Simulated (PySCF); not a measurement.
NO₂, SMILES N([O-])=O, charge -1.

The structure is a stationary point at TPSSh-D3(BJ)/def2-TZVPD.

Level of theory: PBE/def2-TZVPD in PySCF.

Symmetry labels are those of the subgroup C2v that the program uses (full group C2v).

Computed valence orbital energies around the gap with their symmetry:
```tsv
orbital	symmetry	energy (eV)
HOMO−7	B2	-18.20
HOMO−6	A1	-8.32
HOMO−5	B2	-5.20
HOMO−4	B1	-4.97
HOMO−3	A1	-4.52
HOMO−2	A2	-0.71
HOMO−1	B2	0.28
HOMO	A1	1.30
LUMO	B1	4.17
LUMO+1	B2	5.00
LUMO+2	A1	5.10
LUMO+3	A1	5.81
```
